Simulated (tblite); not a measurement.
A geometry optimisation, step by step.

Species: C₄H₁₆GeN₂Si.
Numbering: `[CH3:1][N:2]([CH3:3])[N:4]([GeH3:5])[SiH:6]([CH3:7])[CH3:8]` (hydrogens: H9, H10, H11 on C1; H12, H13, H14 on C3; H15, H16, H17 on Ge5; H18 on Si6; H19, H20, H21 on C7; H22, H23, H24 on C8)

Computed with GFN2-xTB (tblite), gas phase: L-BFGS steps from a force-field or distance-geometry start until the largest atomic force falls under 0.01 eV/Å. 7 of its 227 geometries are shown.

Step 0: E = -712.0397 eV, largest atomic force 2.602 eV/Å
```
atom  x, y, z in Å  |  force x, y, z in eV/Å
C1      2.126   -0.787   -0.861    0.263   0.063  -0.834
N2      1.247    0.360   -0.676    1.950   0.859  -1.012
C3      2.126    1.443   -0.215    0.381   0.665  -0.203
N4      0.301    0.204    0.312   -1.818  -1.342   1.291
Ge5     0.402   -1.347    1.307   -0.325  -0.497   1.363
Si6    -1.316    0.773   -0.061    0.887   0.899   0.596
C7     -2.455    0.142    1.283    0.033  -0.483   0.671
C8     -1.998    0.186   -1.664   -1.712  -0.465  -1.664
H9      1.581   -1.755   -0.765    0.446   0.721  -0.460
H10     2.965   -0.716   -0.136   -0.353  -0.634  -0.229
H11     2.563   -0.659   -1.879   -0.308  -0.365   0.535
H12     3.170    1.210   -0.497   -0.454   0.512   0.104
H13     1.835    2.413   -0.669    0.061  -0.578   0.331
H14     2.052    1.510    0.895    0.154   0.097  -0.593
H15    -0.042   -1.034    2.765    0.141  -0.054  -0.538
H16    -0.578   -2.443    0.798    0.477   0.240   0.100
H17     1.850   -1.905    1.411   -0.655   0.140   0.197
H18    -1.289    2.246   -0.007    0.142   0.023  -0.010
H19    -3.504    0.477    1.136    0.864  -0.408   0.357
H20    -2.365   -0.976    1.264   -0.547   0.983   0.251
H21    -2.031    0.500    2.247   -0.751  -0.339  -0.519
H22    -3.112    0.088   -1.524    0.959   0.049  -0.249
H23    -1.652   -0.822   -1.954   -0.028   0.676  -0.065
H24    -1.887    0.910   -2.503    0.191  -0.761   0.581
```

Step 38: E = -713.0439 eV, largest atomic force 0.296 eV/Å
```
atom  x, y, z in Å  |  force x, y, z in eV/Å
C1      2.083   -0.757   -1.181    0.018  -0.032  -0.051
N2      1.199    0.276   -0.689   -0.024   0.048  -0.038
C3      1.948    1.357   -0.083    0.084   0.162   0.067
N4      0.204   -0.231    0.193    0.030   0.091   0.055
Ge5     0.542   -1.357    1.640   -0.076   0.060  -0.112
Si6    -1.276    0.662   -0.077    0.022  -0.015  -0.001
C7     -2.509    0.253    1.311    0.013  -0.027  -0.079
C8     -1.922    0.184   -1.808    0.024   0.032   0.084
H9      1.483   -1.575   -1.594    0.113   0.161   0.092
H10     2.739   -1.144   -0.385   -0.037  -0.094  -0.086
H11     2.712   -0.328   -1.969   -0.174  -0.132   0.088
H12     2.829    1.572   -0.695   -0.156  -0.005   0.145
H13     1.321    2.256   -0.038    0.133  -0.261   0.043
H14     2.263    1.089    0.943    0.069   0.077  -0.120
H15     0.010   -0.811    2.928   -0.017   0.107   0.036
H16    -0.182   -2.644    1.363    0.040   0.015  -0.024
H17     1.998   -1.684    1.872   -0.074   0.067  -0.095
H18    -1.024    2.127   -0.015   -0.023  -0.177  -0.011
H19    -3.467    0.721    1.104    0.031  -0.048   0.052
H20    -2.668   -0.819    1.395   -0.003   0.027   0.010
H21    -2.159    0.616    2.275   -0.022  -0.025  -0.071
H22    -3.009    0.207   -1.859    0.138   0.010   0.020
H23    -1.588   -0.819   -2.061   -0.074   0.072  -0.071
H24    -1.539    0.868   -2.563   -0.035  -0.112   0.067
```

Step 75: E = -713.1690 eV, largest atomic force 0.067 eV/Å
```
atom  x, y, z in Å  |  force x, y, z in eV/Å
C1      1.906   -0.712   -1.256   -0.020   0.010  -0.011
N2      1.234    0.381   -0.595   -0.018   0.050  -0.026
C3      2.165    1.286    0.038    0.012  -0.007  -0.009
N4      0.226   -0.066    0.304    0.046  -0.034  -0.035
Ge5     0.537   -1.153    1.758   -0.006   0.012  -0.003
Si6    -1.300    0.657   -0.115    0.019  -0.011   0.049
C7     -2.542    0.096    1.208   -0.021   0.001  -0.010
C8     -1.901    0.138   -1.844    0.020  -0.004   0.041
H9      1.155   -1.376   -1.677   -0.052  -0.013  -0.040
H10     2.549   -1.294   -0.578    0.006   0.005   0.035
H11     2.517   -0.307   -2.062    0.008  -0.004   0.004
H12     2.764    1.763   -0.735    0.035   0.002  -0.020
H13     1.597    2.050    0.567    0.007  -0.017   0.010
H14     2.838    0.776    0.747   -0.040   0.019   0.030
H15     0.041   -0.494    3.010    0.017  -0.013  -0.010
H16    -0.184   -2.456    1.557    0.027   0.009   0.024
H17     2.004   -1.434    1.922   -0.025  -0.004  -0.016
H18    -1.127    2.121   -0.079   -0.015   0.017   0.012
H19    -3.531    0.488    1.001   -0.026  -0.008   0.003
H20    -2.612   -0.988    1.239   -0.011   0.006   0.006
H21    -2.252    0.437    2.198    0.011   0.004  -0.038
H22    -2.950    0.387   -1.961   -0.012   0.017  -0.023
H23    -1.796   -0.929   -2.012    0.005  -0.035   0.005
H24    -1.351    0.651   -2.626    0.035  -0.001   0.021
```

Step 113: E = -713.1913 eV, largest atomic force 0.024 eV/Å
```
atom  x, y, z in Å  |  force x, y, z in eV/Å
C1      1.802   -0.670   -1.310   -0.004   0.002   0.001
N2      1.211    0.434   -0.589   -0.009   0.000   0.000
C3      2.203    1.273    0.044   -0.009   0.001  -0.010
N4      0.230   -0.013    0.339   -0.011  -0.005   0.002
Ge5     0.575   -1.100    1.784    0.023  -0.003   0.006
Si6    -1.321    0.652   -0.078   -0.006   0.006  -0.003
C7     -2.586    0.037    1.198    0.005  -0.005  -0.002
C8     -1.819    0.112   -1.831   -0.005   0.000   0.006
H9      1.004   -1.227   -1.796    0.000  -0.006   0.000
H10     2.363   -1.353   -0.652    0.005   0.002   0.002
H11     2.476   -0.274   -2.069   -0.007  -0.003   0.001
H12     2.852    1.687   -0.726    0.011   0.006   0.002
H13     1.689    2.085    0.554   -0.012   0.004   0.001
H14     2.816    0.724    0.776    0.014  -0.005   0.008
H15     0.151   -0.419    3.050   -0.003   0.013  -0.004
H16    -0.178   -2.390    1.641    0.004  -0.005  -0.003
H17     2.040   -1.416    1.889   -0.016  -0.007   0.000
H18    -1.214    2.123   -0.023    0.002   0.000   0.003
H19    -3.583    0.396    0.966    0.008   0.002   0.000
H20    -2.623   -1.049    1.228    0.003  -0.006  -0.006
H21    -2.332    0.385    2.195    0.003   0.003   0.000
H22    -2.787    0.526   -2.097    0.005   0.003  -0.005
H23    -1.886   -0.968   -1.924   -0.001   0.010   0.003
H24    -1.097    0.466   -2.559    0.002  -0.006  -0.001
```

Step 151: E = -713.1933 eV, largest atomic force 0.011 eV/Å
```
atom  x, y, z in Å  |  force x, y, z in eV/Å
C1      1.818   -0.686   -1.306   -0.005   0.001   0.003
N2      1.202    0.413   -0.599   -0.006   0.005  -0.004
C3      2.175    1.277    0.029    0.000  -0.001   0.001
N4      0.222   -0.040    0.327   -0.001   0.001   0.000
Ge5     0.576   -1.095    1.793   -0.001   0.007   0.005
Si6    -1.324    0.649   -0.072    0.000  -0.001   0.000
C7     -2.583    0.013    1.198    0.002  -0.002   0.000
C8     -1.812    0.144   -1.837    0.001  -0.001  -0.006
H9      1.030   -1.292   -1.749   -0.001  -0.003  -0.004
H10     2.430   -1.323   -0.648   -0.002  -0.002   0.002
H11     2.449   -0.283   -2.098    0.004  -0.006   0.003
H12     2.826    1.690   -0.740   -0.002   0.002   0.001
H13     1.644    2.089    0.523   -0.001  -0.003  -0.002
H14     2.790    0.748    0.774   -0.001   0.005   0.002
H15     0.173   -0.381    3.049    0.008  -0.001  -0.002
H16    -0.190   -2.380    1.685   -0.002   0.004  -0.002
H17     2.037   -1.426    1.883    0.008  -0.006   0.004
H18    -1.216    2.119    0.014    0.006   0.004   0.002
H19    -3.579    0.389    0.988    0.003  -0.001  -0.004
H20    -2.630   -1.072    1.197   -0.004  -0.002   0.000
H21    -2.313    0.332    2.200   -0.003  -0.005   0.000
H22    -2.724    0.646   -2.143    0.001  -0.001   0.007
H23    -1.980   -0.926   -1.922   -0.002   0.002  -0.004
H24    -1.032    0.416   -2.540   -0.002   0.001  -0.002
```

Step 188: E = -713.1971 eV, largest atomic force 0.072 eV/Å
```
atom  x, y, z in Å  |  force x, y, z in eV/Å
C1      1.856   -0.743   -1.289    0.003   0.000  -0.002
N2      1.183    0.349   -0.625    0.003  -0.004  -0.011
C3      2.105    1.280   -0.015    0.001  -0.019  -0.011
N4      0.208   -0.129    0.295    0.011   0.032   0.016
Ge5     0.613   -1.046    1.841   -0.046   0.045   0.032
Si6    -1.320    0.626   -0.053   -0.014  -0.034  -0.005
C7     -2.601   -0.074    1.161    0.012  -0.014   0.030
C8     -1.802    0.241   -1.849   -0.004   0.004  -0.006
H9      1.104   -1.372   -1.763   -0.005   0.017   0.006
H10     2.449   -1.362   -0.598    0.010   0.022   0.000
H11     2.514   -0.333   -2.054    0.005  -0.014  -0.010
H12     2.744    1.698   -0.791    0.014   0.002  -0.007
H13     1.533    2.084    0.445   -0.014  -0.026   0.005
H14     2.739    0.807    0.754   -0.012  -0.005   0.009
H15     0.381   -0.191    3.061    0.025  -0.027  -0.043
H16    -0.265   -2.255    1.914   -0.005   0.008  -0.004
H17     2.046   -1.495    1.848    0.001   0.000   0.007
H18    -1.200    2.088    0.132   -0.009  -0.011   0.002
H19    -3.581    0.365    1.006    0.033  -0.010  -0.016
H20    -2.697   -1.151    1.055   -0.009   0.025  -0.015
H21    -2.307    0.129    2.188   -0.002   0.002   0.004
H22    -2.645    0.853   -2.152   -0.024  -0.010   0.002
H23    -2.085   -0.800   -1.977    0.007   0.019  -0.005
H24    -0.983    0.452   -2.527    0.017  -0.002   0.020
```

Step 226: E = -713.2038 eV, largest atomic force 0.010 eV/Å
```
atom  x, y, z in Å  |  force x, y, z in eV/Å
C1      1.854   -0.763   -1.295   -0.003   0.001   0.005
N2      1.180    0.334   -0.638    0.000  -0.001   0.002
C3      2.103    1.256   -0.021    0.000   0.002  -0.003
N4      0.206   -0.141    0.286   -0.001  -0.002   0.000
Ge5     0.628   -0.978    1.874    0.003  -0.002  -0.007
Si6    -1.330    0.607   -0.043    0.000  -0.002   0.004
C7     -2.615   -0.145    1.134   -0.001  -0.001   0.002
C8     -1.790    0.288   -1.856    0.003   0.002   0.005
H9      1.099   -1.413   -1.731    0.007   0.000   0.000
H10     2.479   -1.352   -0.606   -0.002   0.000  -0.002
H11     2.484   -0.363   -2.089   -0.008   0.000   0.006
H12     2.771    1.653   -0.785    0.003   0.003  -0.007
H13     1.533    2.075    0.415   -0.008  -0.002   0.003
H14     2.705    0.781    0.771    0.003  -0.002  -0.001
H15     0.579   -0.026    3.039    0.001   0.002   0.001
H16    -0.362   -2.074    2.084   -0.003   0.001  -0.001
H17     2.004   -1.576    1.823    0.000  -0.004  -0.001
H18    -1.245    2.063    0.200   -0.002   0.004  -0.002
H19    -3.581    0.332    1.009    0.002  -0.002   0.000
H20    -2.744   -1.208    0.954    0.001   0.003   0.002
H21    -2.313   -0.018    2.170   -0.003   0.001  -0.001
H22    -2.694    0.828   -2.117    0.000  -0.001  -0.003
H23    -1.965   -0.765   -2.053    0.001   0.000   0.001
H24    -0.998    0.623   -2.517    0.005   0.002  -0.006
```

Task: Summarise the path.

Result: The energy falls by 112.32 kJ/mol from step 0 to step 226; nine tenths of that is first reached at step 45. It falls at every step. The largest force goes from 2.602 to 0.010 eV/Å. Among the bonds Ge5–H16 changes most, from 1.555 to 1.492 Å; the atoms move by 0.728 Å rms after alignment.

Task: Follow the three bonds and two angles with the largest change from start to end.

Result: 
```csv
step,E above end (kJ/mol),largest force (eV/Å),Ge5–H16 (Å),Si6–C8 (Å),Ge5–H17 (Å),Ge5–N4–Si6 (°),C1–N2–C3 (°)
0,112.32,2.602,1.555,1.838,1.555,115.9,105.0
10,38.55,0.247,1.518,1.916,1.506,118.4,111.8
20,26.93,0.218,1.504,1.910,1.499,119.3,114.2
29,21.08,0.158,1.501,1.900,1.493,121.6,112.6
39,14.68,0.208,1.497,1.905,1.507,125.4,111.1
49,9.79,0.146,1.496,1.898,1.497,125.7,112.1
59,6.44,0.132,1.498,1.900,1.504,126.5,112.2
69,4.13,0.051,1.500,1.903,1.502,126.3,111.6
79,3.02,0.064,1.501,1.902,1.500,125.3,111.7
88,2.08,0.067,1.503,1.897,1.502,124.8,112.1
98,1.50,0.038,1.501,1.900,1.501,125.4,112.1
108,1.25,0.027,1.501,1.900,1.500,125.6,112.3
118,1.18,0.020,1.501,1.901,1.501,125.7,112.4
128,1.14,0.019,1.500,1.901,1.501,125.8,112.5
138,1.09,0.015,1.500,1.900,1.501,125.8,112.6
147,1.04,0.026,1.500,1.900,1.502,125.6,112.3
157,0.99,0.014,1.500,1.900,1.502,125.5,112.3
167,0.94,0.027,1.498,1.899,1.502,125.3,112.4
177,0.85,0.021,1.497,1.899,1.502,125.6,112.5
187,0.68,0.042,1.495,1.899,1.502,125.3,112.5
197,0.26,0.038,1.493,1.897,1.501,123.8,112.2
206,0.18,0.020,1.493,1.897,1.502,123.6,112.3
216,0.08,0.028,1.493,1.897,1.501,123.8,112.4
226,0.00,0.010,1.492,1.897,1.502,124.0,112.4
```

What follows is the cost of the whole relaxation. The run took 2.0 s on one thread, Arm Neoverse V2 (aarch64), no GPU, on a shared host.
